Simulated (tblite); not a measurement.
Record of a relaxation.

C5H12GeSSi.
Numbering: `[CH3:1][S:2][Si@@H:3]1[CH:4]=[CH:5][Ge:6]1([CH3:7])[CH3:8]` (hydrogens: H9, H10, H11 on C1; H12 on Si3; H13 on C4; H14 on C5; H15, H16, H17 on C7; H18, H19, H20 on C8)

Computed with GFN2-xTB (tblite), gas phase: L-BFGS steps from a force-field or distance-geometry start until the largest atomic force falls under 0.01 eV/Å. 9 of its 104 geometries are shown.

Step 0: E = -643.2186 eV, largest atomic force 4.006 eV/Å
```
atom  x, y, z in Å  |  force x, y, z in eV/Å
C1      3.795    0.922   -0.668    0.433  -0.031  -0.188
S2      2.046    1.381   -0.460   -0.093   0.102  -0.129
Si3     0.893   -0.282    0.277    1.562   1.132   1.416
C4      0.432   -1.486   -1.013    2.778  -2.370  -1.648
C5     -0.866   -1.439   -1.151   -2.117  -1.781  -2.196
Ge6    -1.351   -0.118    0.070   -0.904   1.706   1.608
C7     -2.297   -0.785    1.642   -0.202  -0.020   0.810
C8     -2.064    1.539   -0.633   -1.507   0.390  -0.227
H9      4.231    1.648   -1.389   -0.299  -0.323   0.717
H10     4.259    0.997    0.331   -0.028  -0.125  -0.698
H11     3.922   -0.074   -1.119   -0.221   0.312   0.424
H12     1.412   -0.862    1.527    0.272  -0.007  -0.192
H13     1.142   -2.173   -1.554   -0.879   0.533   0.277
H14    -1.495   -2.041   -1.863    0.907   0.422   0.624
H15    -2.360    0.023    2.410   -0.152  -0.692  -0.607
H16    -3.311   -1.131    1.365    0.638   0.029   0.518
H17    -1.660   -1.590    2.070   -0.830   0.345  -0.233
H18    -1.294    2.265   -0.909   -0.357  -0.268  -0.040
H19    -2.729    1.964    0.156    0.496  -0.047  -0.731
H20    -2.711    1.253   -1.498    0.504   0.694   0.496
```

Step 13: E = -643.9310 eV, largest atomic force 0.212 eV/Å
```
atom  x, y, z in Å  |  force x, y, z in eV/Å
C1      3.790    0.916   -0.653   -0.017  -0.052  -0.019
S2      2.060    1.424   -0.461   -0.119   0.175  -0.003
Si3     1.006   -0.301    0.272    0.094   0.032   0.028
C4      0.523   -1.569   -1.056   -0.047  -0.030   0.018
C5     -0.807   -1.472   -1.173   -0.121  -0.006  -0.054
Ge6    -1.333   -0.049    0.142    0.064  -0.046  -0.145
C7     -2.339   -0.794    1.698    0.035   0.068  -0.043
C8     -2.175    1.594   -0.652   -0.022  -0.076   0.059
H9      4.244    1.625   -1.337    0.032   0.042   0.044
H10     4.284    0.950    0.312    0.042  -0.037   0.026
H11     3.834   -0.075   -1.080    0.023  -0.149  -0.006
H12     1.668   -0.847    1.465    0.146   0.012  -0.093
H13     1.116   -2.268   -1.642   -0.011   0.143   0.124
H14    -1.371   -2.077   -1.874   -0.014   0.047   0.061
H15    -2.439   -0.032    2.462   -0.052   0.082   0.044
H16    -3.330   -1.141    1.428   -0.021  -0.033  -0.029
H17    -1.774   -1.617    2.124   -0.045  -0.076  -0.039
H18    -1.377    2.271   -0.941   -0.006  -0.003  -0.056
H19    -2.802    2.096    0.076   -0.006  -0.004   0.104
H20    -2.784    1.377   -1.524    0.046  -0.088  -0.022
```

Step 26: E = -643.9875 eV, largest atomic force 0.113 eV/Å
```
atom  x, y, z in Å  |  force x, y, z in eV/Å
C1      3.775    0.883   -0.634   -0.056   0.013  -0.023
S2      2.066    1.499   -0.479    0.099  -0.044   0.006
Si3     1.048   -0.248    0.265    0.056   0.002  -0.066
C4      0.530   -1.533   -1.038    0.042   0.037   0.023
C5     -0.801   -1.444   -1.146    0.036  -0.011  -0.012
Ge6    -1.309   -0.036    0.167   -0.056  -0.027   0.024
C7     -2.372   -0.782    1.683    0.015   0.015   0.000
C8     -2.193    1.568   -0.636   -0.002   0.004   0.013
H9      4.283    1.583   -1.291    0.042  -0.052   0.040
H10     4.259    0.866    0.341   -0.094  -0.002  -0.062
H11     3.765   -0.108   -1.076    0.020   0.050   0.009
H12     1.931   -0.811    1.292   -0.010   0.006   0.064
H13     1.139   -2.229   -1.602   -0.031   0.038  -0.028
H14    -1.379   -2.051   -1.827   -0.014  -0.028  -0.001
H15    -2.491   -0.027    2.455   -0.021  -0.020   0.011
H16    -3.359   -1.109    1.366    0.046   0.025  -0.022
H17    -1.843   -1.631    2.107   -0.050   0.000   0.012
H18    -1.428    2.258   -0.978   -0.024   0.008  -0.021
H19    -2.812    2.069    0.102    0.001   0.014   0.014
H20    -2.815    1.294   -1.483    0.001  -0.027   0.017
```

Step 39: E = -644.0053 eV, largest atomic force 0.058 eV/Å
```
atom  x, y, z in Å  |  force x, y, z in eV/Å
C1      3.780    0.857   -0.642    0.038  -0.006  -0.025
S2      2.094    1.522   -0.558    0.034  -0.010   0.028
Si3     1.089   -0.207    0.234   -0.022   0.043   0.033
C4      0.557   -1.488   -1.058    0.015   0.011  -0.011
C5     -0.779   -1.434   -1.113    0.015  -0.008  -0.003
Ge6    -1.273   -0.026    0.211    0.015  -0.032  -0.030
C7     -2.387   -0.772    1.686   -0.015   0.005  -0.006
C8     -2.203    1.541   -0.609   -0.021  -0.015   0.002
H9      4.365    1.546   -1.240    0.021   0.033  -0.003
H10     4.199    0.788    0.358   -0.026  -0.021  -0.005
H11     3.761   -0.117   -1.118    0.030  -0.018  -0.004
H12     1.948   -0.749    1.295    0.000   0.024  -0.003
H13     1.160   -2.151   -1.664   -0.005  -0.013  -0.005
H14    -1.359   -2.063   -1.776   -0.016   0.025   0.011
H15    -2.540   -0.035    2.468   -0.001   0.008   0.002
H16    -3.356   -1.054    1.286   -0.035  -0.024   0.038
H17    -1.922   -1.650    2.123   -0.002   0.006  -0.019
H18    -1.480    2.240   -1.019    0.000  -0.034   0.000
H19    -2.804    2.057    0.134    0.004   0.014   0.012
H20    -2.854    1.208   -1.411   -0.027   0.012  -0.011
```

Step 52: E = -644.0146 eV, largest atomic force 0.081 eV/Å
```
atom  x, y, z in Å  |  force x, y, z in eV/Å
C1      3.825    0.831   -0.653    0.004  -0.001  -0.001
S2      2.148    1.526   -0.596    0.008   0.034  -0.010
Si3     1.089   -0.159    0.225   -0.017  -0.020  -0.013
C4      0.570   -1.450   -1.066    0.012  -0.003   0.003
C5     -0.768   -1.433   -1.106    0.012   0.006   0.006
Ge6    -1.285   -0.039    0.220   -0.078   0.021  -0.002
C7     -2.421   -0.776    1.690    0.015   0.002   0.002
C8     -2.237    1.514   -0.601    0.003   0.001   0.001
H9      4.445    1.545   -1.185    0.003   0.022   0.011
H10     4.196    0.700    0.359    0.004  -0.020   0.004
H11     3.818   -0.115   -1.183   -0.016  -0.006  -0.002
H12     1.944   -0.665    1.306   -0.008  -0.027   0.003
H13     1.181   -2.090   -1.689    0.009  -0.018   0.008
H14    -1.345   -2.068   -1.764    0.009   0.006  -0.002
H15    -2.561   -0.035    2.471    0.011  -0.005  -0.002
H16    -3.398   -1.047    1.299    0.032   0.005  -0.004
H17    -1.967   -1.659    2.126    0.000   0.001   0.003
H18    -1.516    2.184   -1.062   -0.023   0.001  -0.017
H19    -2.787    2.063    0.158    0.016   0.007  -0.009
H20    -2.936    1.182   -1.363    0.004  -0.007   0.019
```

Step 64: E = -644.0207 eV, largest atomic force 0.107 eV/Å
```
atom  x, y, z in Å  |  force x, y, z in eV/Å
C1      3.847    0.813   -0.647    0.017   0.016   0.005
S2      2.186    1.553   -0.576    0.053  -0.023  -0.010
Si3     1.082   -0.119    0.212   -0.019   0.012   0.028
C4      0.585   -1.427   -1.061   -0.055  -0.042  -0.042
C5     -0.752   -1.421   -1.115   -0.058   0.015   0.024
Ge6    -1.296   -0.023    0.207    0.010  -0.042  -0.041
C7     -2.407   -0.774    1.694    0.014   0.016  -0.024
C8     -2.280    1.512   -0.610   -0.006   0.007  -0.025
H9      4.500    1.555   -1.098   -0.026  -0.020   0.047
H10     4.184    0.581    0.360   -0.018   0.005  -0.063
H11     3.835   -0.083   -1.262   -0.050   0.039   0.034
H12     1.907   -0.667    1.291    0.059  -0.010   0.089
H13     1.206   -2.084   -1.655    0.011   0.003  -0.037
H14    -1.318   -2.074   -1.768    0.022   0.025   0.041
H15    -2.542   -0.038    2.481    0.018   0.017  -0.004
H16    -3.388   -1.038    1.307    0.000  -0.009  -0.005
H17    -1.957   -1.662    2.125    0.030   0.015  -0.035
H18    -1.593    2.140   -1.168   -0.017  -0.021  -0.005
H19    -2.751    2.115    0.162    0.009  -0.010  -0.002
H20    -3.050    1.153   -1.289    0.004   0.007   0.026
```

Step 77: E = -644.0329 eV, largest atomic force 0.036 eV/Å
```
atom  x, y, z in Å  |  force x, y, z in eV/Å
C1      3.853    0.793   -0.625    0.007  -0.010  -0.002
S2      2.214    1.567   -0.493    0.018   0.015  -0.005
Si3     1.076   -0.111    0.229    0.019  -0.015  -0.010
C4      0.591   -1.420   -1.056    0.013   0.012   0.001
C5     -0.746   -1.409   -1.121    0.011  -0.002  -0.016
Ge6    -1.296    0.010    0.162   -0.018   0.030   0.007
C7     -2.351   -0.752    1.670   -0.009  -0.013   0.017
C8     -2.344    1.510   -0.641    0.003   0.008  -0.014
H9      4.544    1.568   -0.943   -0.021  -0.006   0.012
H10     4.153    0.400    0.341   -0.015   0.005  -0.009
H11     3.823    0.000   -1.366   -0.007   0.003   0.009
H12     1.864   -0.672    1.338   -0.004   0.015   0.003
H13     1.217   -2.083   -1.639   -0.006  -0.006   0.006
H14    -1.305   -2.075   -1.763   -0.018   0.005  -0.029
H15    -2.466   -0.028    2.471    0.006   0.009   0.007
H16    -3.341   -1.035    1.325   -0.012  -0.005  -0.004
H17    -1.862   -1.635    2.068    0.006  -0.013   0.022
H18    -1.739    2.063   -1.353    0.002  -0.015   0.001
H19    -2.668    2.192    0.140    0.007  -0.013  -0.017
H20    -3.222    1.127   -1.155    0.017  -0.003   0.023
```

Step 90: E = -644.0350 eV, largest atomic force 0.016 eV/Å
```
atom  x, y, z in Å  |  force x, y, z in eV/Å
C1      3.854    0.779   -0.618   -0.006  -0.002  -0.004
S2      2.229    1.578   -0.484   -0.002  -0.001  -0.001
Si3     1.077   -0.097    0.226    0.003   0.011  -0.003
C4      0.597   -1.407   -1.061   -0.003  -0.002   0.007
C5     -0.740   -1.392   -1.135   -0.004  -0.008   0.011
Ge6    -1.295    0.018    0.160    0.004  -0.007   0.010
C7     -2.340   -0.752    1.675   -0.004  -0.003   0.005
C8     -2.360    1.499   -0.647    0.007   0.000  -0.003
H9      4.568    1.554   -0.878   -0.003   0.012   0.002
H10     4.124    0.329    0.332   -0.007   0.001   0.004
H11     3.824    0.028   -1.401    0.001  -0.015  -0.002
H12     1.853   -0.640    1.350    0.004  -0.014   0.003
H13     1.223   -2.074   -1.639    0.001   0.015  -0.004
H14    -1.298   -2.052   -1.785    0.003   0.008  -0.008
H15    -2.451   -0.025    2.474    0.005   0.004  -0.001
H16    -3.332   -1.035    1.335   -0.002  -0.006  -0.001
H17    -1.849   -1.633    2.075    0.007   0.001   0.000
H18    -1.788    2.006   -1.418    0.000  -0.001  -0.006
H19    -2.631    2.223    0.117   -0.001  -0.003  -0.012
H20    -3.270    1.103   -1.090   -0.003   0.013   0.003
```

Step 103: E = -644.0358 eV, largest atomic force 0.009 eV/Å
```
atom  x, y, z in Å  |  force x, y, z in eV/Å
C1      3.845    0.776   -0.616    0.000   0.000   0.001
S2      2.218    1.573   -0.486    0.005   0.007   0.002
Si3     1.073   -0.100    0.235    0.000  -0.001  -0.001
C4      0.596   -1.401   -1.060    0.002  -0.001  -0.002
C5     -0.740   -1.386   -1.138   -0.001  -0.002  -0.003
Ge6    -1.298    0.016    0.163   -0.003  -0.006   0.005
C7     -2.335   -0.754    1.683   -0.002   0.001   0.001
C8     -2.357    1.498   -0.655    0.005  -0.004   0.004
H9      4.558    1.554   -0.868    0.000  -0.002  -0.001
H10     4.108    0.324    0.335    0.003   0.003   0.004
H11     3.821    0.026   -1.400   -0.004   0.000  -0.001
H12     1.855   -0.650    1.354   -0.003   0.002  -0.004
H13     1.226   -2.058   -1.647   -0.002   0.000  -0.003
H14    -1.296   -2.034   -1.803   -0.003  -0.005   0.002
H15    -2.446   -0.024    2.479   -0.003   0.003   0.001
H16    -3.326   -1.048    1.349   -0.001  -0.002  -0.001
H17    -1.833   -1.629    2.085    0.003   0.001  -0.002
H18    -1.787    1.983   -1.441    0.004   0.000  -0.005
H19    -2.610    2.238    0.098    0.002   0.005   0.002
H20    -3.278    1.108   -1.080   -0.003  -0.001   0.000
```

Problem. Summarise the path.

Solution. The energy falls by 18.85 kcal/mol from step 0 to step 103; nine tenths of that is first reached at step 16. It falls at every step. The largest force goes from 4.006 to 0.009 eV/Å. Among the bonds C5–Ge6 changes most, from 1.863 to 1.993 Å; the atoms move by 0.381 Å rms after alignment.

Problem. Follow the three bonds and two angles with the largest change from start to end.

Solution. 
| step | E above end (kcal/mol) | largest force (eV/Å) | C5–Ge6 (Å) | Si3–Ge6 (Å) | Si3–C4 (Å) | C1–S2–Si3 (°) | S2–Si3–H12 (°) |
| --- | --- | --- | --- | --- | --- | --- | --- |
| 0 | 18.85 | 4.006 | 1.863 | 2.260 | 1.823 | 111.0 | 113.9 |
| 4 | 6.14 | 0.680 | 1.987 | 2.307 | 1.906 | 108.7 | 116.3 |
| 9 | 3.08 | 0.295 | 1.987 | 2.353 | 1.898 | 105.7 | 114.4 |
| 13 | 2.42 | 0.212 | 2.008 | 2.357 | 1.899 | 106.2 | 110.7 |
| 18 | 1.56 | 0.173 | 1.999 | 2.371 | 1.907 | 103.4 | 106.1 |
| 22 | 1.27 | 0.169 | 1.999 | 2.377 | 1.895 | 102.8 | 104.9 |
| 27 | 1.07 | 0.141 | 1.989 | 2.371 | 1.901 | 101.0 | 105.9 |
| 31 | 0.92 | 0.111 | 1.989 | 2.376 | 1.899 | 99.9 | 106.9 |
| 36 | 0.78 | 0.108 | 1.992 | 2.370 | 1.897 | 99.3 | 106.9 |
| 40 | 0.69 | 0.065 | 1.995 | 2.368 | 1.896 | 99.1 | 106.8 |
| 45 | 0.58 | 0.075 | 1.992 | 2.371 | 1.899 | 99.5 | 105.6 |
| 49 | 0.51 | 0.048 | 1.993 | 2.379 | 1.897 | 99.4 | 105.2 |
| 54 | 0.47 | 0.036 | 1.992 | 2.380 | 1.897 | 99.7 | 105.4 |
| 58 | 0.44 | 0.059 | 1.991 | 2.382 | 1.898 | 99.8 | 105.7 |
| 63 | 0.37 | 0.103 | 1.998 | 2.378 | 1.894 | 99.8 | 105.8 |
| 67 | 0.27 | 0.078 | 1.994 | 2.379 | 1.895 | 99.4 | 106.0 |
| 72 | 0.11 | 0.065 | 1.996 | 2.381 | 1.896 | 99.6 | 105.8 |
| 76 | 0.07 | 0.033 | 1.993 | 2.377 | 1.897 | 99.8 | 105.6 |
| 81 | 0.04 | 0.030 | 1.994 | 2.379 | 1.897 | 99.4 | 105.2 |
| 85 | 0.03 | 0.037 | 1.993 | 2.376 | 1.898 | 99.4 | 105.0 |
| 90 | 0.02 | 0.016 | 1.994 | 2.376 | 1.898 | 99.3 | 104.9 |
| 94 | 0.01 | 0.023 | 1.994 | 2.375 | 1.898 | 99.2 | 105.0 |
| 99 | 0.00 | 0.017 | 1.994 | 2.376 | 1.897 | 99.1 | 105.1 |
| 103 | 0.00 | 0.009 | 1.993 | 2.376 | 1.897 | 99.1 | 105.2 |

What follows is the cost of the whole relaxation. The run took 2.0 s of wall time on one thread of an Arm Neoverse N1, no GPU, on a shared host.
